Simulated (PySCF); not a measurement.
LDA on C⁻ (carbon, charge -1), [He] 2s2 2p3, high-spin 4S determinant. Computed with PySCF 2.14 in aug-cc-pCVTZ-DK (7s6p4d2f, 59 functions), with the spin-free X2C one-electron Hamiltonian (Gaussian nucleus).

```
cycle= 1 E= -37.5453129145894  delta_E= -0.00757  |g|= 0.0672  |ddm|= 0.41
cycle= 2 E= -37.5312142677346  delta_E= 0.0141  |g|= 0.148  |ddm|= 0.499
cycle= 3 E= -37.5491302564583  delta_E= -0.0179  |g|= 0.00688  |ddm|= 0.335
cycle= 4 E= -37.5491797091812  delta_E= -4.95e-05  |g|= 0.00274  |ddm|= 0.0256
cycle= 5 E= -37.5491867021391  delta_E= -6.99e-06  |g|= 0.000232  |ddm|= 0.00603
cycle= 6 E= -37.5491867470963  delta_E= -4.5e-08  |g|= 9.45e-06  |ddm|= 0.000506
cycle= 7 E= -37.5491867471802  delta_E= -8.39e-11  |g|= 1.15e-07  |ddm|= 2.2e-05
converged SCF energy = -37.5491867471802  <S^2> = 3.7544285  2S+1 = 4.0022136
```

Highest occupied orbital energy: 1.823 eV; ⟨L²⟩ = 0.00; populations by l: s 4.00, p 3.00, d 0.00, f 0.00.

Q: Can this result be used?

A: With care. The run converged. At LDA the highest occupied level has a positive energy, so only the finite basis holds that electron; in a semilocal or global hybrid functional this comes from self-interaction and does not mean that the real anion is unbound.
